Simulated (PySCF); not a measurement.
Gas-phase equilibrium of 1 mol MgCl2, 57 mol H2O at 1800 K and 0.133 bar, among 19 species (ClO, O2, HCl, O, HO2, H2O, H, HOCl, H2O2, O3, MgCl2, H2, MgH2, MgCl, MgH, Cl, Cl2, Mg, OH). Only gases are allowed; each row takes one source of thermochemistry for all species, and Cantera finds the minimum.

Method: PySCF energies plus ideal-gas RRHO corrections (1 bar). † marks an energy on the PBE0/def2-TZVP geometry and frequencies; other levels use their own. Open shells (unrestricted) among the columns below: O2 (multiplicity 3), OH (multiplicity 2, electronic degeneracy 4); the rest are closed-shell singlets. Spin-orbit splitting is ignored; it lowers the true energy and changes the entropy of OH. B3LYP is the form with VWN-RPA correlation. The harmonic model lacks anharmonicity and excited electronic states, which grow with temperature; levels with a mode under 35 cm⁻¹ are left out. Soft modes under 120 cm⁻¹ make the harmonic entropy rough for MgCl2.

Molecules larger than those listed are left out. Table species left out: MgO, MgOH, Mg(OH)2, Mg2.

Mole fractions:

| thermochemistry | x H2O | x H2 | x MgCl2 | x O2 | x HCl | x Mg | x OH |
|---|---|---|---|---|---|---|---|
| B3LYP/def2-TZVP† | 0.95 | 0.013 | 0.014 | 0.0073 | 0.0062 | 0.0029 | 0.0026 |
| BLYP/def2-TZVP† | 0.93 | 0.024 | 0.012 | 0.014 | 0.0090 | 0.0042 | 0.0016 |
| M06-2X/def2-TZVP† | 0.97 | 0.0066 | 0.015 | 0.0040 | 0.0045 | 0.0019 | 0.0016 |
| PBE0/def2-QZVP† | 0.97 | 0.0052 | 0.014 | 0.0034 | 0.0048 | 0.0020 | 0.0017 |
| PBE0/def2-TZVP | 0.96 | 0.0091 | 0.014 | 0.0055 | 0.0056 | 0.0024 | 0.0019 |
The most sensitive of these is H2: it spans a factor of 10^0.7 over these rows; at this temperature one factor of ten is RT ln 10 = 34 kJ/mol.
